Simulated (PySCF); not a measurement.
Compound: diphenylphosphane, C₁₂H₁₁P.
Bonds: C1–C2 (aromatic), C2–C3 (aromatic), C3–C4 (aromatic), C4–P5, P5–C6, C6–C7 (aromatic), C7–C8 (aromatic), C8–C9 (aromatic), C9–C10 (aromatic), C10–C11 (aromatic), C4–C12 (aromatic), C12–C13 (aromatic), C1–C13 (aromatic), C6–C11 (aromatic). Hydrogens: H14 on C1; H15 on C2; H16 on C3; H17 on P5; H18 on C7; H19 on C8; H20 on C9; H21 on C10; H22 on C11; H23 on C12; H24 on C13.

Torsions of this conformer, `[cH:1]1[cH:2][cH:3][c:4]([PH:5][c:6]2[cH:7][cH:8][cH:9][cH:10][cH:11]2)[cH:12][cH:13]1`: C3–C4–P5–C6 -61°, C4–P5–C6–C7 -38°.

The closed-shell ground state was solved at several levels (PySCF, density fitting, gas phase, non-relativistic). The structure is a single PBE0-D3(BJ)/def2-SVP conformer in the gas phase; no vibrational or solvent corrections.

```csv
level,basis functions,total energy (Eh),HOMO (eV),LUMO (eV),gap (eV),dipole (D)
PBE0/pcSseg-1,283,-804.4877,-6.53,-0.82,5.71,1.51
wB97X-D/pcSseg-1,283,-804.9994,-8.28,0.89,9.17,1.51
```

(1) Estimate the row for CAM-B3LYP/def2-SVPD, a basis of 352 functions; the other rows only guide the guess.

(2) Over all these levels, which gives the widest orbital gap and which the narrowest?

(3) How far do the dipole and the HOMO energy spread over the levels?

Answers

(1) Total energy -804.5591 Eh, HOMO -7.69 eV, LUMO 0.21 eV, gap 7.90 eV, dipole 1.43 D.

(2) wB97X-D/pcSseg-1 (range-separated hybrid) has the widest, 9.17 eV, and PBE0/pcSseg-1 (global hybrid, 25 % exact exchange) the narrowest, 5.71 eV. The two share the basis. From the narrowest to the widest the HOMO moves by -1.75 eV and the LUMO by +1.71 eV.

(3) The dipole runs from 1.43 to 1.51 D (mean 1.48 D) and the HOMO from -8.28 to -6.53 eV.

The pairwise dispersion term of wB97X-D wasn't added to the energies; at a given geometry it leaves orbitals and properties as they are.
